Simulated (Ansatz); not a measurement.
```yaml
crystal:
  periodic: [false, false, false]
  atoms:
    - {symbol: Cl, position_ang: [1.147150, 3.088835, 0.947097]}
    - {symbol: Sn, position_ang: [-1.795292, 0.386834, -0.966022]}
    - {symbol: Br, position_ang: [0.616101, -3.664107, -0.067249]}
basis:
  gaussian: {orbitals: def2-mTZVPP}
total_charge: -1
magnetization: {spin_polarized: true, initial_magnetization: 1}
hamiltonian: {xc: {name: r2SCAN50}, dispersion: d4}
output: {forces: true}
```

```sh
$ ansatz run in.yaml --threads 4 --pin off --events-out ev --progress --plain --max-ram 10444MiB
```

Shortened log:

```
Functional definition: r2SCAN50
990 factors; integrals over basis functions are off by at most 1.6e-4 eV
mean field evaluation 1: about -88398.5073 eV, gradient 1.1e1 eV
mean field evaluation 2: about -88298.6316 eV, gradient 7.8e1 eV
mean field evaluation 4: about -88400.1737 eV, gradient 2.7e0 eV
mean field evaluation 8: about -88400.2828 eV, gradient 3.0e-1 eV
mean field evaluation 16: about -88400.3814 eV, gradient 4.8e-2 eV
mean field -88400.38170111 eV, -3248.6541075849 hartree, gradient 7.6e-6 eV, S^2 1.159962; 5 other end points of the search recorded, 0 dependent functions left out
reference -88400.38171123 eV, -3248.6541079568 hartree; 38, 37 occupied and 61, 62 virtual orbitals, 990 factors
Total energy: -88400.40291212 eV, -3248.6548870752 hartree
Atom 0 at     1.147150     3.088835     0.947097 Å, force    -0.514495    -0.339129    -0.320277 eV/Å
Atom 1 at    -1.795292     0.386834    -0.966022 Å, force     0.837657    -0.041073     0.458099 eV/Å
Atom 2 at     0.616101    -3.664107    -0.067249 Å, force    -0.323163     0.380202    -0.137822 eV/Å
Dipole moment:    -2.297351    -0.043814    -1.273086 e Å
```

In this input the coordinates are in bohr but typed as ångström. Self-consistency was reached. The result belongs to that input, not to the molecule as meant.
